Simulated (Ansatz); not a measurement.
Start from `F/C=[CH]/[GeH3]` and change one atom or group to get `O/C(F)=[CH]\[GeH3]`.

Ansatz, PBE0-D4/def2-TZVP geometries, multiplicity 1. Each molecule was computed in one conformer, which needn't be the lowest.

Scalar relativity is left out up to krypton.

```json
{"property": "LUMO energy (PBE0/def2-TZVPP) / eV", "`F/C=[CH]/[GeH3]`": "-0.11"}
{"property": "LUMO energy (ωB97M-V/def2-TZVPP) / eV", "`F/C=[CH]/[GeH3]`": "2.03"}
{"property": "size of the dipole moment (B3LYP/def2-TZVPP) / D", "`F/C=[CH]/[GeH3]`": "0.90"}
{"property": "HOMO energy (B3LYP/def2-TZVPP) / eV", "`F/C=[CH]/[GeH3]`": "-7.54"}
{"property": "HOMO energy (ωB97M-V/def2-TZVPP) / eV", "`F/C=[CH]/[GeH3]`": "-9.99"}
{"property": "HOMO energy (PBE/def2-TZVPP) / eV", "`F/C=[CH]/[GeH3]`": "-6.54"}
```

(1) Give the same properties after the change, and the shifts. (Estimate.)

Results:

(1) Ansatz gave: 
```csv
property,`O/C(F)=[CH]\[GeH3]`,shift
LUMO energy (PBE0/def2-TZVPP) / eV,0.39,0.50
LUMO energy (ωB97M-V/def2-TZVPP) / eV,2.22,0.19
size of the dipole moment (B3LYP/def2-TZVPP) / D,1.48,0.58
HOMO energy (B3LYP/def2-TZVPP) / eV,-6.80,0.74
HOMO energy (ωB97M-V/def2-TZVPP) / eV,-9.23,0.76
HOMO energy (PBE/def2-TZVPP) / eV,-5.78,0.76
```

With PBE0 the HOMO rises by 0.76 eV and the LUMO rises by 0.50 eV, so the gap narrows by about 0.26 eV. PBE moves the HOMO by 0.76 eV and ωB97M-V by 0.76 eV. Dipoles are sizes alone; their direction can turn.

B3LYP here is the variant with VWN-RPA as its local correlation; programs differ in this.
